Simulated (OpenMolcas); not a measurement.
**Multiconfigurational calculation on O⁺**

Input:

```
&GATEWAY
Coord
1

O 0.0 0.0 0.0
Basis=ANO-R2
Group=XYZ
NoMove
AngMom=0.0 0.0 0.0
AMFI
&SEWARD
&RASSCF
FileOrb=start.orb
Symmetry=2
Spin=4
nActEl=5 0 0
Inactive=1 0
Ras2=1 3
CIRoot=1 1 1
SDav=1
CIMx=300
Iter=120 100
PrWF=0.3
OrbListing=Nothing
MaxOrb=0
Atom
>>> COPY $Project.JobIph JOB001
&RASSCF
FileOrb=start.orb
Symmetry=2
Spin=2
nActEl=5 0 0
Inactive=1 0
Ras2=1 3
CIRoot=8 8 1
SDav=11
CIMx=300
Iter=120 100
PrWF=0.3
OrbListing=Nothing
MaxOrb=0
Atom
>>> COPY $Project.JobIph JOB002
&RASSCF
FileOrb=start.orb
Symmetry=1
Spin=4
nActEl=5 0 0
Inactive=1 0
Ras2=1 3
CIRoot=3 3 1
SDav=3
CIMx=300
Iter=120 100
PrWF=0.3
OrbListing=Nothing
MaxOrb=0
Atom
>>> COPY $Project.JobIph JOB003
&RASSCF
FileOrb=start.orb
Symmetry=1
Spin=2
nActEl=5 0 0
Inactive=1 0
Ras2=1 3
CIRoot=9 9 1
SDav=9
CIMx=300
Iter=120 100
PrWF=0.3
OrbListing=Nothing
MaxOrb=0
Atom
>>> COPY $Project.JobIph JOB004
&RASSI
NrOfJobIphs=4 1 8 3 9
1
1 2 3 4 5 6 7 8
1 2 3
1 2 3 4 5 6 7 8 9
IphNames
JOB001
JOB002
JOB003
JOB004
EJob
SpinOrbit
DIPRint=1.0
SOCoupling=1000.0
Subsets=2
MEES
Property=10
'ANGMOM' 1 'ANGMOM' 2 'ANGMOM' 3 'MLTPL  1' 1 'MLTPL  1' 2 'MLTPL  1' 3
'AMFI' 1 'AMFI' 2 'AMFI' 3 'MLTPL  2' 6
SOProperty=3
'ANGMOM' 1 'ANGMOM' 2 'ANGMOM' 3
```

A driver script runs the steps one by one and writes start.orb anew before each from the orbitals found so far.

Output, cut to the results:

```
--- SEWARD ---
Basis set label: O.ANO-R...4S4P2D1F.

      Electronic valence basis set:
      ------------------
      Associated Effective Charge   8.000000 au
      Associated Actual Charge      8.000000 au
      Nuclear Model: Finite nucleus - Gaussian distribution
        Gaussian exponent, Xi/bohr**(-2):  5.86314E+08

      Shell  nPrim  nBasis  Cartesian Spherical Contaminant
         s      13       4        X
         p       8       4        X
         d       4       2                 X
         f       3       1                 X
                  Relativistic X2C integrals
                  Atomic mean-field integrals
--- RASSCF ---
Wave function specifications:
      -----------------------------

      Number of closed shell electrons           2
      Number of electrons in active shells       5
      Max number of holes in RAS1 space          0
      Max nr of electrons in RAS3 space          0
      Number of inactive orbitals                1
      Number of active orbitals                  4
      Number of secondary orbitals              28
      Spin quantum number                      1.5
      State symmetry                             2
Orbital specifications:
      -----------------------

      Symmetry species                           1   2
                                                ag  au
      Frozen orbitals                            0   0
      Inactive orbitals                          1   0
      Active orbitals                            1   3
      RAS1 orbitals                              0   0
      RAS2 orbitals                              1   3
      RAS3 orbitals                              0   0
      Secondary orbitals                        12  16
      Deleted orbitals                           0   0
      Number of basis functions                 14  19
      Number of CSFs                             1
      Number of root(s) required                 1
      Iter CI   SX   CI       RASSCF       Energy    max ROT     max BLB   max BLB  Level Ln srch  Step   QN
          iter iter root      energy       change     param      element    value   shift minimum  type update
 Nr of preliminary CI iterations:   1
 ###############################################################################
 ###############################################################################
 ###                                                                         ###
 ###                                                                         ###
 ###    WARNING: Problems in orbital optimization.                           ###
 ###                                                                         ###
 ###                                                                         ###
 ###############################################################################
 ###############################################################################
  Warning: In symmetry  1, orbital p=   2 has diagonal density matrix element D(p,p) close to two. (2 - D(p,p))=  0.000000E+00
        1   1    3    1   -74.42462569    0.00E+00  -4.13E-07    2   4 1 -2.17E-06   0.50   0.00    SX    NO
        ...
 ###############################################################################
 ###############################################################################
  Warning: In symmetry  1, orbital p=   2 has diagonal density matrix element D(p,p) close to two. (2 - D(p,p))=  0.000000E+00
        4   1    2    1   -74.42462569   -5.68E-14  -2.38E-08    2   3 1  1.12E-07   0.50   0.00    SX    NO
      Convergence after  4 iterations
        5   1    2    1   -74.42462569   -4.26E-14  -2.38E-08    2   3 1  4.95E-08   0.50   0.00    SX    NO
      Natural orbitals and occupation numbers for root  1
      sym 1:   2.000000
      sym 2:   1.000000   1.000000   1.000000
::    RASSCF root number  1 Total energy:    -74.42462569
--- RASSCF ---
Wave function specifications:
      -----------------------------

      Number of closed shell electrons           2
      Number of electrons in active shells       5
      Max number of holes in RAS1 space          0
      Max nr of electrons in RAS3 space          0
      Number of inactive orbitals                1
      Number of active orbitals                  4
      Number of secondary orbitals              28
      Spin quantum number                      0.5
      State symmetry                             2
Orbital specifications:
...
--- RASSI ---
SPIN-FREE ENERGIES:
  (Shifted by EMIN (a.u.) =        -74.4246256862)

 SF State       Relative EMIN(au)   Rel lowest level(eV)    D:o, cm**(-1)      L_eff

     1             0.0000000000        0.0000000000              0.0000         0.0
     2             0.1393033527        3.7906373363          30573.5520         2.0
     3             0.1393033527        3.7906373363          30573.5520         2.0
     4             0.1393033527        3.7906373363          30573.5520         2.0
     5             0.1393033527        3.7906373363          30573.5520         2.0
     6             0.1393033527        3.7906373363          30573.5520         2.0
     7             0.1879148005        5.1134222190          41242.5316         1.0
     8             0.1879148005        5.1134222190          41242.5316         1.0
     9             0.1879148005        5.1134222190          41242.5316         1.0
    10             0.5552904238       15.1102222001         121872.1611         1.0
    11             0.5552904238       15.1102222001         121872.1611         1.0
    12             0.5552904238       15.1102222001         121872.1611         1.0
    13             0.8176671710       22.2498572103         179457.2009         2.0
    14             0.8176671710       22.2498572103         179457.2009         2.0
    15             0.8176671710       22.2498572103         179457.2009         2.0
    16             0.8176671710       22.2498572103         179457.2009         2.0
    17             0.8176671710       22.2498572103         179457.2009         2.0
    18             0.9524624618       25.9178239331         209041.3477         0.0
    19             1.0650353348       28.9810878604         233748.2375         1.0
    20             1.0650353348       28.9810878604         233748.2375         1.0
    21             1.0650353348       28.9810878604         233748.2375         1.0
     Dipole printing threshold changed to   1.00000000E+00

...
```

Levels above the lowest, from the spin-orbit matrix, grouped by J:

```tsv
Configuration	Term	J	E (cm⁻¹)	Measured (cm⁻¹)	Term weight %
2s² 2p³	⁴S°	3/2	0.0	0.0	100
2s² 2p³	²D°	3/2	30571	26831	100
2s² 2p³	²D°	5/2	30574	26811	100
2s² 2p³	²P°	3/2	41245	40468	100
2s² 2p³	²P°	1/2	41249	40470	100
2s 2p⁴	⁴P	5/2	121784	119837	100
2s 2p⁴	⁴P	3/2	121932	120000	100
2s 2p⁴	⁴P	1/2	122020	120083	100
2s 2p⁴	²D	3/2	179458	165996	100
2s 2p⁴	²D	5/2	179458	165988	100
2s 2p⁴	²S	1/2	209042	195710	100
2s 2p⁴	²P	3/2	233691	212594	100
2s 2p⁴	²P	1/2	233867	212762	100
```

Against the 12 measured excited levels shown (NIST Handbook of Basic Atomic Spectroscopic Data) the mean absolute deviation is 8100 cm-1; the largest miss in energy is 2s 2p⁴ ²P_1/2: computed 233867, measured 212762 cm⁻¹ (+9.9 %), and the largest in proportion 2s² 2p³ ²D°_5/2 (+14.0 %).

Without dynamic correlation excited terms often stand tens of per cent too high (terms of higher spin than the ground term too low), and those without a measured partner can miss by more than the paired ones. Computed and measured levels are paired by configuration, term and J; levels that our copy of the source lacks, or whose pairing is in doubt (as where it misses far off the trend of its configuration), stay unpaired and out of the deviations. Only configurations of the active space appear. The first state left out of the spin-orbit step lies near 350000 cm-1 above the lowest spin-free state of the reference (among the parities and spins computed), and the list stops at four fifths of that energy or lower.

The term weight is that of the spin-free term in the level, not the purity of its configuration. ° marks odd parity.
